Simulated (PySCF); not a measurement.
# Shieldings and the share of exact exchange

Molecule: `CO/C=C\[SiH2]Cl`, C3H7ClOSi.

Bonds (- single, = double, # triple, : aromatic): C1-O2 1.405 Å, O2-C3 1.344 Å, C3=C4 1.340 Å, C4-Si5 1.854 Å, Si5-Cl6 2.079 Å. C1 carries H7, H8, H9; C3 carries H10; C4 carries H11; Si5 carries H12, H13. Stereochemistry as in CO/C=C\[SiH2]Cl.

GIAO shieldings (ppm, equivalent atoms averaged) in PySCF 2.14.0 with density-fitted response routines on the PBE0-D3(BJ)/def2-SVP geometry, basis pcSseg-1, gas phase, non-relativistic:

```csv
functional,exact exchange (%),σ(C1),σ(O2),σ(Si5),σ(Cl6)
BLYP,0,114.6,194.7,345.0,982.2
BP86,0,119.3,197.7,352.2,992.0
PBE,0,119.9,196.6,353.3,992.7
B3LYP,20,119.9,210.7,358.6,997.5
PBE0,25,125.9,215.7,370.4,1010.2
mPW1PW91,25,125.0,215.3,368.9,1009.2
HF,100,137.3,261.6,417.2,1040.9
```

Task: Fit each shielding as a line in the percentage of exact exchange.

Result: σ(C1) = 118.4 + 0.20 x (rms 2.2 ppm); σ(O2) = 197.3 + 0.65 x (rms 1.5 ppm); σ(Si5) = 350.2 + 0.67 x (rms 3.4 ppm); σ(Cl6) = 990.9 + 0.52 x (rms 4.9 ppm). The functionals also differ in their semilocal parts, which the line can't hold; Hartree–Fock has no correlation at all.

Task: What does the line predict for BHandHLYP (50 %), and what does the run give?

Result: σ(C1): 128.4 predicted, 126.7 computed; σ(O2): 229.8 predicted, 232.3 computed; σ(Si5): 383.7 predicted, 379.6 computed; σ(Cl6): 1016.9 predicted, 1015.7 computed ppm.
